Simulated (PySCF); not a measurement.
Write Cartesian coordinates for `C#C/C(=C\Cl)N=C` as optimised with GFN2-xTB.

```xyz
11
C5H4ClN angstrom
C     -1.6126   -1.4211    0.6459
C     -0.9326   -0.4941    0.2986
C     -0.0598    0.5490   -0.1147
C     -0.4885    1.8105   -0.3025
Cl    -2.1044    2.2959   -0.0674
N      1.2922    0.3226   -0.3497
C      1.8125   -0.8153   -0.1959
H     -2.2417   -2.2043    0.9497
H      0.1945    2.5833   -0.6173
H      1.2770   -1.7122    0.1258
H      2.8688   -0.9116   -0.3984
```

Orientation and origin are arbitrary. Atoms count from 1 in this order. The 2 C–N bonds span 1.261 Å (N6=C7, drawn double) to 1.391 Å (C3–N6, drawn single), a spread of 0.130 Å. N6 (imine nitrogen) is bent (angle 121.8°). Of the pairs four or more bonds apart, C2···H10 is among the closest relative to their van der Waals radii: 2.53 Å, 87 % of the sum of Bondi's values. The 7 heavy atoms lie in one plane (0.003 Å rms).

Bonds between heavy atoms (Å): C1≡C2 1.201, C2–C3 1.422, C3=C4 1.346, C4–Cl5 1.704, C3–N6 1.391, N6=C7 1.261.

Computed geometry: GFN2-xTB, gas phase.

Point group: Cs (tolerance 0.08 Å). No frequency check. The numbers are those of one conformer (C2–C3–N6–C7 -1°).
